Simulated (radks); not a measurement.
Results of a calculation; reference values are marked as such.
Si3+, configuration [Ne] 3s1. Level of theory: non-relativistic Kohn-Sham, PBE, spin-polarised, spherical densities, point nucleus; open shells are filled with parallel spins first (a radial shooting solver on a logarithmic mesh with Libxc functionals). Some entries of the table are withheld. Estimate them.

| orbital | occ. | eigenvalue (hartree) | <1/r> (bohr^-1) | <r> (bohr) |
|---|---|---|---|---|
| 1s up | 1 | -66.84124 | (1) | 0.1116 |
| 1s down | 1 | -66.83475 | (2) | 0.1116 |
| 2s up | 1 | -6.44157 | 2.574 | 0.5682 |
| 2s down | 1 | -6.42953 | 2.576 | 0.5675 |
| 2p up | 3 | -4.85497 | 2.466 | 0.5352 |
| 2p down | 3 | -4.84303 | 2.469 | 0.5340 |
| 3s up | 1 | -1.48161 | 0.7439 | 1.843 |
| 3p up | 0 | -1.16267 | 0.6619 | 2.039 |

Answer. 
(1) 1s up <1/r> (bohr^-1): 13.57
(2) 1s down <1/r> (bohr^-1): 13.57
